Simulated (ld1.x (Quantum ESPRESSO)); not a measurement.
## u(r) = r·R(r): atom against pseudo-atom (B)

Columns: radius, all-electron u(r) and pseudo u(r) of the 2p shell (level -8.01 eV) of boron in the configuration [He] 2s2 2p0.5; PBEsol, non-relativistic, TM semilocal scheme, ld1.x (Quantum ESPRESSO) 7.5.

| r (bohr) | all-electron | pseudo |
| --- | --- | --- |
| 0.108 | 0.0344 | 0.0144 |
| 0.215 | 0.1077 | 0.0558 |
| 0.322 | 0.1941 | 0.1202 |
| 0.430 | 0.2813 | 0.2024 |
| 0.538 | 0.3621 | 0.2941 |
| 0.645 | 0.4330 | 0.3862 |
| 0.752 | 0.4938 | 0.4721 |
| 0.860 | 0.5457 | 0.5464 |
| 0.968 | 0.5881 | 0.6048 |
| 1.075 | 0.6206 | 0.6459 |
| 1.182 | 0.6444 | 0.6715 |
| 1.290 | 0.6602 | 0.6842 |
| 1.398 | 0.6688 | 0.6869 |
| 1.505 | 0.6711 | 0.6829 |
| 1.612 | 0.6681 | 0.6745 |
| 1.720 | 0.6604 | 0.6631 |
| 1.828 | 0.6489 | 0.6497 |
| 1.935 | 0.6343 | 0.6344 |
| 2.042 | 0.6172 | 0.6172 |
| 2.150 | 0.5980 | 0.5980 |
| 2.258 | 0.5772 | 0.5772 |
| 2.365 | 0.5555 | 0.5555 |
| 2.472 | 0.5331 | 0.5331 |
| 2.580 | 0.5100 | 0.5100 |
| 2.688 | 0.4868 | 0.4868 |
| 2.795 | 0.4639 | 0.4639 |

(1) How many radial nodes do the two functions have?

(2) At about which radius was the pseudo-wave matched?

(3) Where does each function peak?

(4) Is the pseudo-wave norm-conserving?

## Answers

(1) The all-electron 2p function has n − l − 1 = 0; the pseudo-wave has 0.

(2) 2.15 bohr. The columns agree to 0.0005 from 1.94 bohr on; several derivatives are matched, so the curves merge somewhat inside the radius.

(3) Outermost all-electron maximum near 1.50 bohr, pseudo maximum near 1.40 bohr (to the table’s step).

(4) Yes: the TM semilocal scheme keeps the norm inside the radius equal to the all-electron one, which fixes the energy derivative of the logarithmic derivative at the level.
